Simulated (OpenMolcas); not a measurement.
# Pr I: the spin-orbit constant, worked from levels

```json
{"Program": "OpenMolcas 26.06", "Basis": "ANO-RCC-VTZP [8s7p5d3f2g1h]", "Scalar Hamiltonian": "DKH2, point nucleus", "Active space": "3 electrons in 7 orbitals (4f)", "State averaging": "2S+1 = 4 odd, 35 roots; 2S+1 = 2 odd, 112 roots (89 in the spin-orbit step)", "Spin-orbit coupling": "state interaction with AMFI integrals over the reference wave functions, term energies averaged over their components"}
```

Methods: CASSCF; MS-CASPT2, IPEA 0.25 Eh, imaginary shift 0.1 Eh (closed shells correlated: 5s 5p 6s). Measured levels: NIST Handbook of Basic Atomic Spectroscopic Data.

**The spin-orbit constant.** For the Hund term 4I* of f3, E(J) = (A/2) J(J+1) + constant and ζ = 2S·A = 3A. From J = 9/2 to J = 15/2 the energy changes by 19.5 A.

| Source | E(15/2) - E(9/2) | A | ζ |
| --- | --- | --- | --- |
| CASSCF | 4753.3 | 243.8 | 731 |
| MS-CASPT2 | 4841.7 | 248.3 | 745 |
| measured | 4381.1 | 224.7 | 674 |

All in cm-1. MS-CASPT2 is off by +10.5 % and CASSCF by +8.5 %. Both methods take the spin-orbit matrix elements from the reference wave functions, so the second can move ζ only through the term energies and any multistate remixing. Second-order mixing with other terms is absorbed into this ζ.

Term energies are means over components that CASPT2 splits; among the terms shown or strongly mixed into the levels shown the widest spread is 1800 cm-1 (4f3 6s2 4I*, MS-CASPT2). Over all roots computed the reference weight is 0.80 to 0.85 in MS-CASPT2; the roots of lowest weight are the least certain, and an intruder state may touch them. High states are left out of the spin-orbit mixing, which shifts the levels that they would mix with. With the s shell closed, the reference lacks s² → p² mixing. Without dynamic correlation excited terms often stand tens of per cent too high (terms of higher spin than the ground term too low), and those without a measured partner can miss by more than the paired ones (holds for CASSCF). Blocks of more than 70 roots (2S+1 = 2 odd) ran without multistate coupling (holds for MS-CASPT2). Computed and measured levels are paired by configuration, term and J; levels that our copy of the source lacks, or whose pairing is in doubt (as where it misses far off the trend of its configuration), stay unpaired and out of the deviations. Only configurations of the active space appear.

* marks odd parity.
